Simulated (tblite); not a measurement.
Compound: C₆H₁₅PSi₂.
SMILES with atom numbers: `[CH2:1]=[CH:2][P:3]1[CH2:4][CH2:5][SiH:6]([SiH3:7])[CH2:8][CH2:9]1` (hydrogens: H10, H11 on C1; H12 on C2; H13, H14 on C4; H15, H16 on C5; H17 on Si6; H18, H19, H20 on Si7; H21, H22 on C8; H23, H24 on C9)

Computed geometry: GFN2-xTB, gas phase.

Question: Give the optimised bond lengths and angles.

Answer: 
```json
{"bond": "C1=C2", "length (pm)": "132.4"}
{"bond": "C2–P3", "length (pm)": "182.5"}
{"bond": "P3–C4, P3–C9", "length (pm)": "186.2"}
{"bond": "C4–C5, C8–C9", "length (pm)": "152.5"}
{"bond": "C5–Si6, Si6–C8", "length (pm)": "191.2"}
{"bond": "Si6–Si7", "length (pm)": "232.0"}
{"bond": "C1–H10", "length (pm)": "107.8"}
{"bond": "C1–H11", "length (pm)": "107.9"}
{"bond": "C2–H12", "length (pm)": "108.4"}
{"bond": "C4–H13, C9–H24", "length (pm)": "109.6"}
{"bond": "C4–H14, C9–H23", "length (pm)": "109.5"}
{"bond": "C5–H15, C8–H21", "length (pm)": "109.3"}
{"bond": "C5–H16, C8–H22", "length (pm)": "109.2"}
{"bond": "Si6–H17", "length (pm)": "147.7"}
{"bond": "Si7–H18, Si7–H19, Si7–H20", "length (pm)": "146.6"}
```

Bonds in one row agree within 1 pm and their mean is given. A selection of angles:
```json
{"angle": "C1–C2–P3", "degrees": "122.4"}
{"angle": "C2–P3–C4", "degrees": "97.7"}
{"angle": "C4–P3–C9", "degrees": "98.0"}
{"angle": "P3–C4–C5", "degrees": "110.9"}
{"angle": "C4–C5–Si6", "degrees": "111.3"}
{"angle": "C5–Si6–Si7", "degrees": "110.9"}
{"angle": "C5–Si6–C8", "degrees": "106.4"}
```

Torsions: C1–C2–P3–C4 176° (antiperiplanar); C2–P3–C4–C5 -171° (antiperiplanar); P3–C4–C5–Si6 65° (synclinal); C4–C5–Si6–Si7 73° (synclinal); C5–Si6–C8–C9 48° (synclinal); Si6–C8–C9–P3 -65° (synclinal); C2–P3–C9–C8 171° (antiperiplanar). The mirror-image conformer, all signs reversed, is as good.

The 3 C–P bonds span 1.825 Å (C2–P3, drawn single) to 1.866 Å (P3–C9, drawn single), a spread of 0.041 Å. The 6-membered ring P3–C4–C5–Si6–C8–C9 has internal angles of 98.0° to 111.5°; it is puckered, 0.31 Å rms from its mean plane, widest ring torsion 72°. P3 (phosphine phosphorus) is pyramidal (angles 98.0°, 97.7° and 97.4°, sum 293.1°, 0.91 Å off the plane of its three neighbours). Of the pairs four or more bonds apart, Si7···H13 is among the closest relative to their van der Waals radii: 3.43 Å, 104 % of the sum of Bondi's values. Si7 (SiH3 silicon) is distorted tetrahedral (angles from 105.7° to 113.9°). Si6 (SiH silicon) is distorted tetrahedral (angles from 106.4° to 114.2°). The C–C distances run from 1.324 Å (C1=C2, drawn double) to 1.525 Å (C4–C5, drawn single), a spread of 0.201 Å.

Point group: C1 (no symmetry element, even within 0.4 Å). GFN2-xTB frequencies show an imaginary mode (41i cm⁻¹), so the point is no minimum at that level. 2 starts were optimised and ended at 0.00 and 1.42 kcal/mol (GFN2-xTB); the lowest of these is shown.
